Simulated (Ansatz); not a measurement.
```yaml
crystal:
  periodic: [false, false, false]
  atoms:
    - {symbol: C, position_ang: [-2.452354, -0.515779, 1.765953]}
    - {symbol: O, position_ang: [-1.259208, 0.098812, 1.326721]}
    - {symbol: Ti, position_ang: [0.083985, 0.025297, 0.103049]}
    - {symbol: O, position_ang: [1.391528, -0.898486, 1.040333]}
    - {symbol: C, position_ang: [1.926007, -0.469300, 2.283676]}
    - {symbol: O, position_ang: [0.658943, 1.673061, 0.052162]}
    - {symbol: C, position_ang: [1.262119, 2.719834, -0.665560]}
    - {symbol: C, position_ang: [0.672685, -0.502899, -2.140707]}
    - {symbol: C, position_ang: [0.530365, -1.633419, -1.527531]}
    - {symbol: C, position_ang: [-0.857803, -1.777545, -1.158626]}
    - {symbol: C, position_ang: [-1.524481, -0.659839, -1.576163]}
    - {symbol: C, position_ang: [-0.528913, 0.265591, -2.162514]}
    - {symbol: H, position_ang: [-2.253148, -1.293930, 2.513019]}
    - {symbol: H, position_ang: [-3.061188, -0.927789, 0.929552]}
    - {symbol: H, position_ang: [-3.067395, 0.233285, 2.290716]}
    - {symbol: H, position_ang: [1.043116, -0.501532, 2.977753]}
    - {symbol: H, position_ang: [2.686433, -1.180024, 2.623786]}
    - {symbol: H, position_ang: [2.283001, 0.503923, 2.250657]}
    - {symbol: H, position_ang: [2.354431, 2.741360, -0.465901]}
    - {symbol: H, position_ang: [0.912796, 3.713967, -0.266659]}
    - {symbol: H, position_ang: [1.111136, 2.648152, -1.660427]}
    - {symbol: H, position_ang: [1.592841, -0.035147, -2.531825]}
    - {symbol: H, position_ang: [1.181049, -2.418888, -1.239242]}
    - {symbol: H, position_ang: [-1.350927, -2.594576, -0.570609]}
    - {symbol: H, position_ang: [-2.530665, -0.335277, -1.365708]}
    - {symbol: H, position_ang: [-0.742959, 1.214876, -2.585742]}
basis:
  gaussian: {orbitals: 6-31G}
total_charge: 1
magnetization: {spin_polarized: true, initial_magnetization: 1}
hamiltonian: {xc: {name: BLYP}, dispersion: d4}
scf: {max_iter: 3}
output: {forces: true}
```

```sh
$ ansatz run in.yaml --threads 11 --pin off --events-out ev --progress --plain --max-ram 174080MiB --backend cpu
```

Shortened log:

```
Error: invalid value for `basis.gaussian`: such a run doesn't read scf.max_iter; remove what it names
```

**Question.** What is wrong with this run?

**Answer.** The input holds a key that doesn't belong there. The input was rejected before any iteration.
